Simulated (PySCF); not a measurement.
# From computed data to an observable: chemical shift, span and skew from a shielding tensor

B(CF3)(H)(OH) (CH₂BF₃O), SMILES OBC(F)(F)F. Atoms are numbered in the order given.

```xyz
8

B      0.7643     1.0345     0.0000
C      0.0466    -0.4083     0.0000
F      0.3665    -1.1284    -1.0809
F      0.3665    -1.1284     1.0809
F     -1.3009    -0.2743     0.0000
H      1.9632     1.1321     0.0000
O     -0.0011     2.1264     0.0000
H     -0.9457     1.9143     0.0000
```

Geometry: PBE0-D3(BJ)/def2-SVP. This is a generated structure with no PubChem entry under its InChIKey; it may be hypothetical. One conformer was computed; it need not be the lowest.

GIAO shieldings from KT2/pcSseg-1 (PySCF), non-relativistic, no solvent. The symmetric part of the tensor of C2 has the principal values 48.1, 51.8, 66.3 ppm. The same nucleus in TMS has σ = 185.1 ppm at this level (PySCF, at its B3LYP-D3(BJ)/def2-TZVP geometry).

Q: Work out the isotropic shielding, the ¹³C shift against TMS, the span and the skew.

A: 
σ(iso) = (σ11 + σ22 + σ33)/3 = 55.4 ppm. δ = σ(ref) − σ(iso) = 185.1 − (55.4) = 129.7 ppm.
Span Ω = σ33 − σ11 = 18.2 ppm. Skew κ = 3(σ(iso) − σ22)/Ω = 0.59. Tumbling in solution averages the tensor to δ; in a static solid the shielding alone would spread this spin-1/2 line over Ω.
